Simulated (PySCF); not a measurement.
Several orderings of computed values.

All species are isolated and taken at one optimised geometry, non-relativistic unless stated. Electronic properties by PySCF.

The conformers computed, where there is a choice (atom-mapped SMILES and torsion angles):
- `[N:1]#[C:2][C@H:3]1[CH2:4][Si@H:5]([C:6]([F:7])([F:8])[F:9])[CH2:10]1`: C4–Si5–C6–F7 77°
- `[CH3:1][Si@H:2]1[SiH2:3][Si@@H:4]([O:5][SiH3:6])[SiH2:7]1`: Si3–Si4–O5–Si6 49°
- `[CH3:1][P@H+:2]([CH2:3][C:4]([F:5])([F:6])[F:7])[CH:8]1[CH2:9][CH2:10]1`: C1–P2–C3–C4 56°, P2–C3–C4–F5 36°, C1–P2–C8–C9 -90°
- `[CH3:1][CH2:2][CH2:3][P@H+:4]([CH3:5])[C:6]([F:7])=[C:8]([F:9])[F:10]`: C1–C2–C3–P4 -54°, C2–C3–P4–C5 -55°, C3–P4–C6–F7 62°
- `[CH3:1][CH2:2][S:3][CH2:4][SiH2:5][CH3:6]`: C1–C2–S3–C4 73°, C2–S3–C4–Si5 170°, S3–C4–Si5–C6 60°
- `[N:1]#[C:2][CH2:3][CH2:4][CH2:5][NH:6]`: C2–C3–C4–C5 -63°, C3–C4–C5–N6 176°, H–N6–C5–C4 -15°
- `[CH2:1]=[C:2]([CH3:3])[PH2+:4][CH2:5][CH2:6][C:7]([F:8])([F:9])[F:10]`: C1–C2–P4–C5 -127°, C2–P4–C5–C6 56°, P4–C5–C6–C7 53°, C5–C6–C7–F8 179°

The conformers of `C[SiH]1[SiH2][SiH2]O[SiH2][SiH2]1` and `[SiH3][Si]1([SiH3])CO[SiH2][SiH2]1` aren't listed.

(1) Rank by HOMO–LUMO gap, lowest first (PBE0/pcSseg-1 at GFN2-xTB geometries).
A. `O1[SiH2][SiH2][SiH](C)[SiH2][SiH2]1`
B. `N#C[C@H]1C[Si@H](C(F)(F)F)C1`
C. `C[P@H+](CC(F)(F)F)C1CC1`
D. `C[Si@H]1[SiH2][Si@@H](O[SiH3])[SiH2]1`
E. `C(C[P@@H+](C(F)=C(F)F)C)C`
F. `[SiH3][Si]1([SiH3])CO[SiH2][SiH2]1`

(2) Rank by smallest rotational constant, lowest first (GFN2-xTB).
A. `N#CCCC[NH]` [radical]
B. `CCSC[SiH2]C`
C. `C[Si@H]1[SiH2][Si@@H](O[SiH3])[SiH2]1`
D. `N#C[C@H]1C[Si@H](C(F)(F)F)C1`

(3) By how much do the two ends of that ranking differ?

(4) Rank by HOMO energy, highest first (PBE0/pcSseg-1 at GFN2-xTB geometries).
A. `C=C(C)[PH2+]CCC(F)(F)F`
B. `C[P@H+](CC(F)(F)F)C1CC1`
C. `C[SiH]1[SiH2][SiH2]O[SiH2][SiH2]1`
D. `N#C[C@H]1C[Si@H](C(F)(F)F)C1`
E. `CCC[P@H+](C)C(F)=C(F)F`
F. `CCSC[SiH2]C`
G. `[SiH3][Si]1([SiH3])CO[SiH2][SiH2]1`

Results:

(1) D (5.40 eV), F (6.26 eV), A (6.47 eV), E (7.20 eV), B (8.44 eV), C (9.48 eV).

(2) D (0.550 GHz), C (0.688 GHz), B (0.943 GHz), A (1.688 GHz).

(3) By 1.138 GHz, between `N#CCCC[NH]` [doublet state] and `N#C[C@H]1C[Si@H](C(F)(F)F)C1`.

(4) F (-6.27 eV), G (-7.42 eV), C (-7.53 eV), D (-9.03 eV), E (-12.27 eV), A (-12.65 eV), B (-13.55 eV).
